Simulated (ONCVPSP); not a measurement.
**Before and after: ONCV potential for gold**

* Element: gold
* Generator: ONCVPSP 4.0.1
* Type: optimised norm-conserving Vanderbilt (ONCV)
* Functional: PBE
* Relativity: scalar-relativistic
* Frozen core: [Kr] 4d10
* Valence charge: 33
* Reference configuration: 4f14 5s2 5p6 5d10 6s1
* Partial waves: 5s+6s: rc 1.50 bohr, ncon 3, nbas 6, qcut 7.7 1/bohr, 2 projectors; 5p: rc 1.70 bohr, ncon 5, nbas 9, qcut 7.8 1/bohr, 2 projectors, debl 1.8 Ha; 5d: rc 2.05 bohr, ncon 4, nbas 9, qcut 6.8 1/bohr, 2 projectors, debl 1.6 Ha; 4f: rc 0.60 bohr, ncon 4, nbas 9, qcut 24.5 1/bohr, 2 projectors, debl 1.6 Ha
* Local potential: polynomial inside 0.55 bohr (lpopt 5, dvloc0 0 Ha)
* Core correction: Teter function, fcfact 5.25, rcfact 1.15

In the p channel the program set the typed energies aside and used -2.197, 0.250 Ha. In the f channel the program set the typed energies aside and used -2.981, 0.250 Ha.

All-electron outer shells of the reference configuration (PBE, scalar-relativistic, ld1.x):

| shell | level (eV) | outermost node (bohr) | outermost maximum (bohr) |
| --- | --- | --- | --- |
| 4d | -325.90 | 0.20 | 0.41 |
| 5s | -108.37 | 0.48 | 0.84 |
| 4f | -81.12 | – | 0.37 |
| 5p | -59.78 | 0.52 | 0.96 |
| 5d | -6.88 | 0.56 | 1.21 |
| 6s | -5.76 | 1.11 | 2.32 |

Change: f: qcut 15.7.

Cutoffs: the cutoffs (Ha) at which the residual kinetic energy of the hardest occupied pseudo-wave falls to 1 and 0.1 mHa per electron; they do not see the model core or the augmentation charge, which bear on the density cutoff. Errors are all-electron minus pseudo energies relative to the spin-unpolarised reference configuration.

Q: Predict the effect on cutoff, ghosts and configuration errors.

A: The potential gets harder (307 Ha and 928 Ha → 1258 Ha and 1891 Ha); both files keep a bound ghost (d, p, s); the errors of the 4 common tests hardly move.

```csv
quantity,base,changed
"cutoff, loose",307 Ha,1258 Ha
"cutoff, tight",928 Ha,1891 Ha
loose cutoff by channel,"s 22 Ha, p 19 Ha, d 18 Ha, f 307 Ha","s 22 Ha, p 19 Ha, d 18 Ha, f 1258 Ha"
bound ghosts,"s, p, d","s, p, d"
GHOST(+) flags under 300 eV,none,none
"error for 4f14 5s2 5p6 5d10 6s0, meV [ΔE 9.41 eV]",-4.4,-4.4
"error for 4f14 5s2 5p6 5d9 6s0, meV [ΔE 30.62 eV]",-7.4,-7.4
"error for 4f14 5s2 5p6 5d8 6s0, meV [ΔE 64.49 eV]",-6.2,-6.1
"error for 4f14 5s2 5p6 5d9 6s2, meV [ΔE 1.69 eV]",+3.5,+3.3
s: phases at 1.52 bohr within 0.05 rad from the reference energy up to (Ha; the scan ends near 5),to the end of the scan,to the end of the scan
p: phases at 1.72 bohr within 0.05 rad from the reference energy up to (Ha; the scan ends near 5),to the end of the scan,to the end of the scan
d: phases at 2.09 bohr within 0.05 rad from the reference energy up to (Ha; the scan ends near 5),to the end of the scan,to the end of the scan
f: phases at 0.61 bohr within 0.05 rad from the reference energy up to (Ha; the scan ends near 5),to the end of the scan,to the end of the scan
"rms error of d²Exc/dni dnj with the model core, mHa",3.35,3.48
```

 A true bound ghost makes a file unfit for plane-wave use even where its test errors are small: the radial tests pick states by their node count and pass the ghost by.
